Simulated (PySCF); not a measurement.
**How methods differ on the ionisation energy of Yb⁴⁴⁺**

Yb⁴⁴⁺ [Ar] 3d8 (3F) → Yb⁴⁵⁺ [Ar] 3d7 (4F), as a difference of total energies. Calculation: PySCF 2.14, in an even-tempered Gaussian basis (16 s from 9.2 bohr⁻², ratio 2.5; 11 p from 12 bohr⁻², ratio 2.5; 8 d from 12 bohr⁻², ratio 2.5; 4 f from 49 bohr⁻², ratio 2.7; 3 g from 74 bohr⁻², ratio 2.7); the non-relativistic Hamiltonian (point nucleus). Correlated levels: outer shells: [Ne] frozen; virtual orbitals above 40 to 60 times the deepest correlated orbital energy dropped. The calculations carry no spin-orbit coupling.

```tsv
method	ionisation energy (eV)
UHF	3691.9
LDA	3692.2
PBE	3692.1
PBE0	3692.7
r2SCAN	3693.9
B3LYP	3692.8
MN15	3691.9
MP2 (outer shells)	3693.3
SCS-MP2 (outer shells)	3693.3
```

Spin-orbit coupling is strong in these open shells (close to jj coupling). The scalar numbers leave it out and a first-order estimate fails, so it can dominate the gap to the real levels.

The gap to the reference is mostly relativistic.

For comparison: 3677 ± 4 eV (theoretical estimate listed by NIST; NIST Atomic Spectra Database, ionization energies).
